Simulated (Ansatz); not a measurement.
`N=C(F)BS` + CH₃OH → `COBS` + `N=CF`  (ligand exchange at a B–C bond)

Isolated molecules relaxed with PBE0-D4/def2-TZVP in Ansatz; ΔE leaves out vibrations. CBS: MP2 limit from def2 TZ/QZ plus the TZ coupled-cluster correction, frozen cores. This one scheme is used for every species. Functionals use def2-TZVPP. One conformer a species, not always the lowest.

`N=C(F)BS`:

Z-matrix (Å, degrees):
```
C
F 1 1.354
B 1 1.579 2 114.2
N 1 1.252 2 121.1 3 180.0
S 3 1.755 1 119.6 2 -179.9
H 3 1.189 1 121.4 2 0.1
H 4 1.020 1 112.6 2 0.0
H 5 1.350 3 95.5 1 -0.0
```

CH₃OH:

```xyz
6

C    -0.192   -0.273    0.124
O     0.634    0.867    0.187
H    -0.379   -0.590    1.151
H     0.283   -1.106   -0.408
H    -1.160   -0.062   -0.348
H     0.814    1.163   -0.707
```

`COBS`:

Z-matrix (Å, degrees):
```
C
O 1 1.412
H 1 1.094 2 111.4
H 1 1.092 2 108.9 3 120.7
H 1 1.092 2 108.9 3 -120.7
B 2 1.343 1 121.9 3 -0.2
S 6 1.807 2 117.2 1 -180.0
H 6 1.199 2 121.9 1 0.0
H 7 1.341 6 95.3 2 -180.0
```

`N=CF`:

```xyz
5

N     0.285   -0.764   -0.497
C     0.045    0.199    0.249
F     0.834    0.447    1.289
H    -0.405   -0.819   -1.241
H    -0.759    0.937    0.201
```

Q: Is it downhill or uphill in electronic energy at CCSD(T)/CBS, and by how much? (An estimate is asked.)

A: Ansatz gave: Downhill: ΔE = -1.10 eV.

Q: What do these levels give: BLYP-D4, r2SCAN0-D4, BLYP, r2SCAN, PBE0, BHLYP, HF/def2-SVP, CCSD/def2-SVP, HF/def2-TZVPP, MP2/def2-TZVPP, HF/def2-QZVPP, SCS-MP2/def2-QZVPP? (An estimate is asked.)

A: Computed: BLYP-D4 -1.08, r2SCAN0-D4 -1.14, BLYP -1.12, r2SCAN -1.11, PBE0 -1.10, BHLYP -1.21, HF/def2-SVP -1.30, CCSD/def2-SVP -1.21, HF/def2-TZVPP -1.31, MP2/def2-TZVPP -1.14, HF/def2-QZVPP -1.33, SCS-MP2/def2-QZVPP -1.15 eV.

Largest T1 diagnostic among the species: 0.016.

At CCSD(T), def2-SVP lies −0.09 eV from the extrapolated value and def2-TZVPP −0.02 eV. From BLYP to BHLYP (50 % exact exchange), in def2-TZVPP and without D4, ΔE moves by −0.09 eV.
